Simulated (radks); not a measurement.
Values are calculated unless marked as measured or tabulated.
Ionisation of V12+, [Ne] 3s1, to V13+, [Ne], under several functionals. Dirac Kohn-Sham, spin-unpolarised, spherical densities, finite nucleus; a radial shooting solver on a logarithmic mesh with Libxc functionals. Known Delta-SCF values: exchange-only LDA 334.18 eV. What does PBE give, and what is its highest occupied eigenvalue?

Answer. 336.66 eV by Delta-SCF; the 3s1/2 eigenvalue is -323.02 eV. NIST: 336.27 eV (semi-empirical).

Beside tabulated values, note that spin-unpolarised runs miss the spin-polarisation part of the exchange energy of open shells.
